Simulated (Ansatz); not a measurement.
Relaxation of Cl$_{3}$H$_{2}$InN (7 atoms, charge 0, multiplicity 2), to a largest force component of 0.03 eV/Å in at most 50 steps.

Computed with UKS B3LYP-D4/def2-SVP in Ansatz 0.2.0.

```xyz
7
Properties=species:S:1:pos:R:3
In 0.049 -0.012 -0.105
Cl 0.258 -0.161 2.293
Cl 1.968 0.077 -1.433
Cl -2.073 0.043 -1.084
N 0.289 -0.236 5.223
H -0.710 -0.509 5.294
H 0.221 0.798 5.282
```

Task: Where does it end, and by what steps?

Result: It converged. The force dipped under the threshold on the way, but the program's further checks kept it going. After 25 steps the energy has fallen by 0.045 eV; Cl4 moved furthest, 0.94 Å.

| step | energy less start (eV) | largest force component (eV/Å) | accepted |
| --- | --- | --- | --- |
| 0 | 0.0000 | 0.875 | yes |
| 1 | -0.0148 | 0.949 | yes |
| 2 | -0.0354 | 0.205 | yes |
| 3 | -0.0364 | 0.062 | yes |
| 4 | -0.0371 | 0.050 | yes |
| 5 | -0.0391 | 0.047 | yes |
| 6 | -0.0383 | 0.144 | no |
| 7 | -0.0406 | 0.043 | yes |
| 8 | -0.0412 | 0.071 | yes |
| 9 | -0.0417 | 0.075 | yes |
| 10 | -0.0422 | 0.034 | yes |
| 11 | -0.0425 | 0.067 | yes |
| 12 | -0.0427 | 0.061 | yes |
| 13 | -0.0431 | 0.052 | yes |
| 14 | -0.0433 | 0.106 | yes |
| 15 | -0.0434 | 0.112 | yes |
| 16 | -0.0437 | 0.070 | yes |
| 17 | -0.0440 | 0.002 | yes |
| 18 | -0.0443 | 0.057 | yes |
| 19 | -0.0444 | 0.079 | yes |
| 20 | -0.0446 | 0.078 | yes |
| 21 | -0.0448 | 0.077 | yes |
| 22 | -0.0450 | 0.061 | yes |
| 23 | -0.0452 | 0.028 | yes |
| 24 | -0.0452 | 0.053 | yes |
| 25 | -0.0454 | 0.027 | yes |

```xyz
7
Properties=species:S:1:pos:R:3
In 0.260 -0.014 0.116
Cl 1.073 -0.291 2.293
Cl 1.709 -0.111 -1.713
Cl -2.026 0.366 -0.198
N 0.011 -0.088 5.237
H -0.727 -0.702 4.844
H -0.299 0.839 4.891
```

Whether the end is a true minimum wasn't checked by a vibrational analysis.

The run took 83 s on 4 threads of Arm Neoverse V1 (shared host), peak memory 0.39 GiB.
